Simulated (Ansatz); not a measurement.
C2H6O2Si (`[SiH3]OC1CO1`), relaxed with RKS PBE-D4/def2-SVP in Ansatz 0.2.0 from a rough embedded geometry. The force threshold is 0.03 eV/Å; the program also tests the step.

Total charge 0; spin multiplicity 1.

Start:

```xyz
11

Si    0.353   -0.986    1.599
O     0.311    0.376    0.671
C     0.075    0.163   -0.704
C    -0.498    1.291   -1.535
O    -1.286    0.126   -1.166
H     0.805   -0.548    3.028
H    -0.947   -1.618    1.704
H     1.394   -1.920    1.089
H     0.830   -0.490   -1.276
H    -0.258    1.429   -2.504
H    -0.780    2.176   -0.908
```

```tsv
step	energy (eV)	largest force (eV/Å)	largest move (Å)
1	-14123.9789	5.611	0.000
2	-14124.4022	1.539	0.085
3	-14124.4371	0.673	0.200
4	-14124.4687	0.214	0.084
5	-14124.4728	0.119	0.087
6	-14124.4750	0.020	0.033
7	-14124.4759	0.060	0.056
8	-14124.4767	0.102	0.061
9	-14124.4776	0.087	0.048
10	-14124.4787	0.088	0.075
11	-14124.4796	0.094	0.050
12	-14124.4805	0.137	0.077
13	-14124.4816	0.176	0.062
14	-14124.4835	0.212	0.075
15	-14124.4865	0.254	0.086
16	-14124.4914	0.339	0.101
17	-14124.4982	0.379	0.117
18	-14124.5063	0.434	0.128
19	-14124.5160	0.360	0.098
20 (rejected)	-14124.4998	0.459	0.200
21	-14124.5297	0.130	0.098
22	-14124.5330	0.030	0.064
23	-14124.5333	0.019	0.023
```

End:

```xyz
11

Si    0.190   -0.848    1.513
O     1.016    0.199    0.452
C     0.619    0.348   -0.860
C    -0.669    0.967   -1.222
O    -0.458   -0.463   -1.301
H     0.913   -0.653    2.810
H    -1.255   -0.460    1.676
H     0.296   -2.282    1.081
H     1.487    0.409   -1.546
H    -0.800    1.480   -2.194
H    -1.339    1.303   -0.408
```

Hardware: 4 threads of an Arm Neoverse V1 on a shared host. Wall time 26 s, peak host memory 0.14 GiB.
